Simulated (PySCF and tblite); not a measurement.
Values are calculated unless marked as measured or tabulated.
C4H10GeS, numbered as in [GeH3:1][C@@H:2]1[CH2:3][CH2:4][S:5][CH2:6]1.

The ensemble was built from 60 distance-geometry starts (ETKDG, UFF, GFN2-xTB) and rests on GFN2-xTB geometries. Weights use B3LYP-D3(BJ)/def2-SVP (IEF-PCM, dichloromethane) energies plus GFN2-xTB zero-point and thermal terms (modes under about 100 cm⁻¹ blended into free rotors). Symmetry numbers and mirror images are counted. Conformers within 2.5 kcal/mol (GFN2-xTB free energy) were kept, 6 at most. (PySCF 2.14, tblite 0.8.)

Rotational constants are equilibrium values for the commonest isotopes; dipoles come from the energy level named and are polarised by its solvent model.

The 5-ring runs over atoms 2–3–4–5–6.

```csv
conformer,shape,symmetry
1,"5-ring twist (ring torsions 38, -13, -16, 40, -51°)",C1
2,"5-ring between envelope and twist (ring torsions -35, 8, 20, -44, 52°)",C1
```

Question: Give the rotational constants and dipole components.

Answer: 
| conformer | A (MHz) | B (MHz) | C (MHz) | abs μa (D) | abs μb (D) | abs μc (D) | κ | Ic−Ia−Ib (u Å²) |
| --- | --- | --- | --- | --- | --- | --- | --- | --- |
| 1 | 5184 | 852 | 760 | 1.35 | 1.31 | 0.33 | -0.96 | -26.0 |
| 2 | 3368 | 1188 | 1122 | 0.55 | 1.86 | 1.37 | -0.94 | -125.1 |
